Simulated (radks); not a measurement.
Hg73+, configuration [He] 2s2 2p3.

Method: Dirac Kohn-Sham, PBEsol, spin-unpolarised, spherical densities, finite nucleus; open shells are shared between the two j in proportion to 2j + 1; Fermi nuclear charge, rms radius 5.4648 fm; computed with a radial shooting solver on a logarithmic mesh with Libxc functionals.

Energy parts (hartree):
part                       energy
total                 -11014.2333
kinetic                13366.8831
electron-nucleus      -24769.9342
Hartree                  496.9899
exchange-correlation    -108.1721

Orbitals (lengths in bohr, moments of r in powers of bohr; <r^-3> diverges for s and p1/2):
[
 {"orbital": "1s1/2", "occ.": "2", "eigenvalue (hartree)": "-3351.376", "<r^-3>": "-"},
 {"orbital": "2s1/2", "occ.": "2", "eigenvalue (hartree)": "-808.2349", "<r^-3>": "-"},
 {"orbital": "2p1/2", "occ.": "1", "eigenvalue (hartree)": "-794.8078", "<r^-3>": "-"},
 {"orbital": "2p3/2", "occ.": "2", "eigenvalue (hartree)": "-717.7638", "<r^-3>": "23150"},
 {"orbital": "3s1/2", "occ.": "0", "eigenvalue (hartree)": "-340.7728", "<r^-3>": "-"},
 {"orbital": "3p1/2", "occ.": "0", "eigenvalue (hartree)": "-336.2969", "<r^-3>": "-"},
 {"orbital": "3p3/2", "occ.": "0", "eigenvalue (hartree)": "-314.2724", "<r^-3>": "7080"},
 {"orbital": "3d3/2", "occ.": "0", "eigenvalue (hartree)": "-309.6700", "<r^-3>": "1347"},
 {"orbital": "3d5/2", "occ.": "0", "eigenvalue (hartree)": "-304.1359", "<r^-3>": "1105"}
]

The highest occupied level is 2p3/2 at -19531.3 eV. The electron density at the nucleus is 2.24e+06 e/bohr^3. For comparison, the ionisation energy in NIST's Atomic Spectra Database is 19680 eV (theoretical). In exact Kohn-Sham theory the highest level is minus the ionisation energy, but local and semilocal functionals leave it too shallow, through self-interaction and a potential that decays too fast; potentials with the right tail come closer. The density falls to 0.001 e/bohr^3 at r = 0.28 bohr.

Run on one thread of a shared host, so times are rough (AMD EPYC 7R43 64-Core Processor): 0.04 s of CPU time, 0.04 s wall, 12 iterations on 2189 mesh points.

Beside tabulated values, note that spin-unpolarised runs miss the spin-polarisation part of the exchange energy of open shells.
